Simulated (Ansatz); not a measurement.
`O[SiH2]N[SiH3]` + `N[SiH2][AlH2]` → `O[SiH2]N[SiH2][AlH2]` + `N[SiH3]`  (ligand exchange at the Si–N bond)

Calculated with Ansatz (gas phase, PBE0-D4/def2-TZVP geometries, no zero-point term in ΔE). CCSD(T)/CBS adds triple-zeta CCSD(T) − MP2 to the extrapolated MP2 energy (def2 sets, frozen cores). This one scheme is used for every species. Functionals use def2-TZVPP. B3LYP here is the variant with VWN-RPA as its local correlation; programs differ in this. Each species was taken in one conformer, which may not be the lowest.

```
         level  ΔE (eV)
     r2SCAN-D4     0.00
       PBE0-D4     0.00
        B2PLYP     0.01
           PBE     0.01
         B3LYP     0.01
MP2/def2-TZVPP     0.00
 HF/def2-QZVPP     0.02
 MP2/CBS(def2)     0.01
```

Question: What does CCSD(T)/CBS give? (Estimate.)

Answer: Ansatz gave: +0.01 eV. The listed levels differ from it by -0.01, -0.01, 0.00, 0.00, 0.00, -0.01, 0.01, 0.00 eV.

Largest T1 diagnostic among the species: 0.012.
